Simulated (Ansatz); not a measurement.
A run for Ansatz (a program for electronic structure): U-PBE0/def2-TZVPP on MoC, 2S+1 = 5, a spin state set in the input, which need not be the lowest, a point of a bond scan (R = 1.719 Å). Elements past Kr take the def2 small-core potentials; no spin–orbit coupling.

Ansatz 0.2 input:
```yaml
crystal:
  periodic: [false, false, false]
  atoms:
    - {symbol: Mo, position_ang: [0.00000000, 0.00000000, 0.00000000]}
    - {symbol: C, position_ang: [0.00000000, 0.00000000, 1.71854900]}
basis:
  gaussian:
    orbitals: def2-TZVPP
    pivot_positions_ang: [[0.00000000, 0.00000000, 0.00000000], [0.00000000, 0.00000000, 1.71854900]]
hamiltonian:
  xc: {name: PBE0}
magnetization: {spin_polarized: true, initial_magnetization: 4}
output: {forces: true, orbitals: {seedname: ./end}}
```

Question: What total energy does the run end on?

Answer: -106.0550 hartree.

Question: How many basis functions does it have, and what does it roughly cost on one machine?

Answer: 87 functions; around 5 core-seconds (rough).
